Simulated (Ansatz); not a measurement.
Program: Ansatz. Geometries: PBE0-D4/def2-TZVP. ΔE: electronic, gas phase. CCSD(T)/CBS adds triple-zeta CCSD(T) − MP2 to the extrapolated MP2 energy (def2 sets, frozen cores). This one scheme is used for every species, atoms too. DFT in def2-TZVPP. Open shells (•) are unrestricted, without spin–orbit coupling. Spin–orbit coupling would lower the free atoms: a little for F. For Ge outer-core shells are correlated without core-valence functions, so the limit isn't a true one: a few kJ/mol of doubt a bond, and 10 to 20 or more in all where bonds break to atoms. Scalar relativity is left out up to krypton. One conformer a species, not always the lowest.

`[CH3][Ge]([OH])([F])[Cl]` → F• + `[CH3][Ge]([OH])[Cl]`•  (homolysis of the F–Ge bond)

```tsv
species	r2SCAN0 energy (Eh)
`[CH3][Ge]([OH])([F])[Cl]`	-2752.83975
F•	-99.72093
`[CH3][Ge]([OH])[Cl]`•	-2652.91882
```

Problem. Work out ΔE.

Solution. ΔE = (-99.72093) + (-2652.91882) − (-2752.83975) = 0.20000 Eh = +525.1 kJ/mol. CCSD(T)/CBS gives +565.4 kJ/mol.

Problem. What do rigid-rotor, harmonic-oscillator terms from PBE0-D4/def2-TZVP frequencies (298.15 K, 1 bar) make of the CCSD(T)/CBS value? (An estimate is asked.)

Solution. The calculation gave: ΔZPE = -8.7 kJ/mol, ΔH = +560.0 kJ/mol, ΔS = 143 J/(mol·K), ΔG = +517.2 kJ/mol. Open shells count their whole term as degenerate.

Largest T1 diagnostic among the species: 0.013.

From PBE to PBE0 (25 % exact exchange), in def2-TZVPP and without D4, ΔE moves by −11.6 kJ/mol: exact exchange takes away binding that semilocal exchange gives to molecules. Leaving LDA and LC-ωPBE aside and taking each functional with its dispersion term where it has one, the values, not all of them listed here, spread over 41.3 kJ/mol, from BHLYP-D4 to ωB97X-V. LDA lies +88.2 kJ/mol from PBE without D4, its usual overbinding.
